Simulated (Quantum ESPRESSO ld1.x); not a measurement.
Results of a calculation; reference values are marked as such.
Numerical settings for neutral indium, [Kr] 4d10 5s2 5p1. Level of theory: Dirac Kohn-Sham, PW91, spin-unpolarised, spherical densities, point nucleus; open shells are shared between the two j in proportion to 2j + 1 (ld1.x of Quantum ESPRESSO 7.5). With the defaults (dx = 0.008, xmin = -8.0, rmax = 100, beta = 0.2, tr2 = 1e-14) the mesh has 2063 points, the cycle takes 48 iterations, E = -5884.098772 hartree and the 5p3/2 eigenvalue is -0.09059 hartree. The mesh is r = exp(xmin + i dx)/Z up to rmax; beta is the mixing and tr2 the threshold. One setting is changed at a time.

| change | mesh points | iterations | change of E (mhartree) | change of e(5p3/2) (mhartree) |
|---|---|---|---|---|
| dx = 0.02 | 825 | 48 | -7.565 | +0.005 |
| dx = 0.08 | 207 | 46 | -146.508 | +0.067 |
| xmin = -9 | 2189 | 35 | +0.014 | 0.000 |
| xmin = -5 | 1689 | 34 | -10.048 | 0.000 |
| rmax = 15 | 1825 | 201 | not converged | - |
| rmax = 8 | 1747 | 201 | not converged | - |
| beta = 1 | 2063 | 17 | -0.001 | 0.000 |
| beta = 0.05 | 2063 | 191 | +0.001 | 0.000 |
| tr2 = 1e-10 | 2063 | 36 | +0.002 | 0.000 |
| tr2 = 1e-06 | 2063 | 23 | +3.983 | -0.001 |
